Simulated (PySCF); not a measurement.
A PySCF script (with the pyscf-properties extension) for the NMR shieldings of SMILES OCC([SiH3])([SiH3])CCF, C4H13FOSi2, on a GFN2-xTB geometry:

```python
import basis_set_exchange as bse
import numpy as np
from pyscf import gto, dft
from pyscf.prop import nmr

atoms = """
O    -0.827968    2.180298    0.456322
C    -0.254816    1.375513   -0.556963
C    -0.288317   -0.057880   -0.049511
Si   -0.173074   -1.276743   -1.513629
Si   -1.972313   -0.175202    0.868463
C     0.816122   -0.278673    0.989062
C     2.225308   -0.381912    0.425601
F     2.405092   -1.591200   -0.210028
H    -0.977481    3.073663    0.131034
H     0.764434    1.723309   -0.780885
H    -0.845106    1.458127   -1.479604
H    -1.405341   -1.131301   -2.298469
H     0.940419   -0.923686   -2.397517
H    -0.049293   -2.638591   -1.011631
H    -1.917253    0.464270    2.179214
H    -3.022187    0.405178    0.033569
H    -2.258729   -1.602258    1.068464
H     0.802203    0.546613    1.705066
H     0.616442   -1.201811    1.538657
H     2.436717    0.390593   -0.319836
H     2.976222   -0.341364    1.222149
"""
names = dict.fromkeys(["O", "C", "Si", "F", "H"], "pcSseg-1")
basis = {el: gto.basis.parse(bse.get_basis(n, elements=[el], fmt="nwchem")) for el, n in names.items()}
mol = gto.M(atom=atoms, basis=basis, charge=0, verbose=0)
mf = dft.RKS(mol, xc="PBE0")
mf.grids.level = 2
mf.grids.alignment = dft.numint.BLKSIZE   # the property module wants whole blocks of grid points
mf.conv_tol = 1e-9
mf.kernel()

calc = nmr.RKS(mf)   # GIAO
C = mf.mo_coeff
Co = C[:, mf.mo_occ > 0]
resp = mf.gen_response(singlet=True, hermi=2)
def vind(x):   # induced exchange potential for any number of trial vectors
    d = np.einsum("pi,xij,qj->xpq", C, 2 * x.reshape(-1, C.shape[1], Co.shape[1]), Co, optimize=True)
    return np.einsum("xpq,pi,qj->xij", resp(d - d.transpose(0, 2, 1)), C, Co, optimize=True).ravel()
mo1, _ = nmr.rhf.solve_mo1(calc, with_cphf=vind)
sigma = calc.kernel(mo1)
for i, s in enumerate(sigma):   # ppm
    print("%2d %-2s %9.2f" % (i, mol.atom_pure_symbol(i), np.trace(s) / 3))
```

Question: What are the results?

Answer: 
```
 0 O     294.89
 1 C     120.58
 2 C     170.83
 3 Si    417.53
 4 Si    411.84
 5 C     151.90
 6 C     102.62
 7 F     410.97
 8 H      30.84
 9 H      27.57
10 H      27.90
11 H      28.06
12 H      27.99
13 H      27.88
14 H      27.62
15 H      27.88
16 H      28.03
17 H      29.54
18 H      29.79
19 H      26.90
20 H      26.81
```

These numbers come from an equivalent density-fitted implementation of the same equations, which agrees with the script to about 0.01 ppm for H and up to a few tenths of a ppm for heavy atoms, so last digits may differ.

Question: Turn these shieldings into chemical shifts. Chemical shifts δ = σref − σ; ¹⁷O (σref 336.08) vs H2O; ¹³C (σref 186.93) and ²⁹Si (σref 349.16) and ¹H (σref 31.72) against TMS; ¹⁹F (σref 170.95) vs CFCl3, all at this level.

Answer: Averaging equivalent atoms: O 0: 41.2; C 6: 84.3; C 1: 66.3; C 5: 35.0; C 2: 16.1; Si 3/4: -65.5; F 7: -240.0; H 19/20: 4.86; H 9/10: 3.98; H 11/12/13/14/15/16: 3.81; H 17/18: 2.05; H 8: 0.87 ppm. Unscaled 19F shifts against computed CFCl3 carry errors that often reach 10 to 50 ppm. Experimental scales use liquid or dissolved standards, which lie at an offset from isolated H2O (liquid H2O: subtract about 36 ppm).

Size and cost of the density-fitted run: 215 basis functions, 72 s wall time on 1 thread of an Arm Neoverse N1, shared host; peak memory 0.98 GiB.
